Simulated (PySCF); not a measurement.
1-methyl-2,5-dihydropyrrole (C₅H₉N), SMILES CN1CC=CC1.

Geometry optimised at B3LYP-D3(BJ)/def2-SVP. The values are those of a single conformer.

The numbers are results of PBE/def2-TZVP (PySCF), not measurements.

Symmetry labels are those of the subgroup Cs that the program uses (full group Cs).

Problem. List the valence orbital energies around the gap with their symmetry. (Estimate from the structure and the level; the computed values follow.)

Solution. 
```csv
orbital,symmetry,energy (eV)
HOMO−7,A',-9.97
HOMO−6,A",-9.69
HOMO−5,A',-9.35
HOMO−4,A',-8.91
HOMO−3,A",-8.82
HOMO−2,A",-8.24
HOMO−1,A',-6.08
HOMO,A',-4.53
LUMO,A",-0.63
LUMO+1,A',0.48
LUMO+2,A',1.34
LUMO+3,A",1.55
```
